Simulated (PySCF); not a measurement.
Krypton: a sound run and one with changed settings

Sound run: Kr⁺ [Ar] 3d10 4s2 4p5, Kr²⁺ [Ar] 3d10 4s2 4p4. All numbers are calculated (PySCF 2.14, no relativity, point nucleus, in def2-TZVP (6s5p4d1f, 48 functions)). In the sound run the correlated levels freeze [Ar] 3d10. The sound run starts from symmetry-adapted Hartree-Fock orbitals and uses a fine grid where one is needed.

A second run was set up differently.

| species | method | sound run (hartree) | changed run (hartree) | converged |
| --- | --- | --- | --- | --- |
| Kr⁺ | MP2 | -2751.65992 | -2751.83435 | yes |
| Kr²⁺ | MP2 | -2750.77565 | -2750.94815 | yes |

Ionisation energy of Kr⁺:

```
 method  sound run (eV)  changed run (eV)
    UHF          23.246            23.246
    MP2          24.062            24.115
SCS-MP2          24.059            24.092
```

Task: What was changed?
A. minimal basis
B. level shift left on
C. all electrons correlated in a valence basis
D. a valence shell is frozen

Result: C. A valence basis has no tight correlating functions, so it recovers only part of the core correlation, and not evenly between atom and ion.
